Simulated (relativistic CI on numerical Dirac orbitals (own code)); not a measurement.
# Slater and spin-orbit integrals, Mn⁵⁺

Method of calculation: Dirac-Coulomb-Breit CI, orbitals from a KLI potential per configuration, model QED, valence Slater integrals scaled by 0.85, P86 correlation energy added to each configuration (own radial code, finite nucleus).

Slater integrals F^k, G^k are unscaled and averaged over j, outside the closed core [Ne]; ζ comes from projecting the Hamiltonian with its Breit term on Σ l·s of the shell.

- 3s2 3p6 3d2: F^2(3d,3d) = 106980, F^4(3d,3d) = 67625, ζ(3d) = 458.77 cm⁻¹; <r>(3d) = 0.9068, <r^2>(3d) = 0.9927 (bohr units).
- 3s2 3p6 3d 4s: ζ(3d) = 506.92, G^2(3d,4s) = 13331 cm⁻¹; <r>(3d) = 0.8733, <r^2>(3d) = 0.9188, <r>(4s) = 1.968, <r^2>(4s) = 4.346 (bohr units).
- 3s2 3p5 3d3: ζ(3p) = 7285, F^2(3d,3d) = 107070, F^4(3d,3d) = 67687, F^2(3p,3d) = 110070, G^1(3p,3d) = 134660, G^3(3p,3d) = 83444, ζ(3d) = 445.5 cm⁻¹; <r>(3p) = 0.8521, <r^2>(3p) = 0.8444, <r>(3d) = 0.9062, <r^2>(3d) = 0.9914 (bohr units).

Question: Give the Racah parameters of the d shell in 3s2 3p6 3d2.

Answer: B = F²/49 − 5F⁴/441 = 1417 cm⁻¹ and C = 35F⁴/441 = 5367 cm⁻¹.

In this model ζ of a weakly bound d, f or g electron outside closed shells comes out too small, for d by up to a factor of two or three and at times with the wrong sign; that of an outer p electron is too small as well.

Averages of the first 10 configurations, taken without configuration mixing, which lowers the lowest level and can move excited configurations by several eV; other configurations of the list can lie among them:

```csv
Configuration,Parity,States,Average energy above the lowest level (eV)
3s2 3p6 3d2,even,45,1.6
3s2 3p6 3d 4s,even,20,32.1
3s2 3p5 3d3,odd,720,54.0
3s2 3p6 3d 4p,odd,60,41.3
3s2 3p6 3d 4d,even,100,54.9
3s 3p6 3d3,even,240,92.8
3s2 3p6 3d 5s,even,20,61.8
3s2 3p6 3d 4f,odd,140,64.8
3s2 3p6 3d 5p,odd,60,65.6
3s2 3p6 4s2,even,1,69.6
```
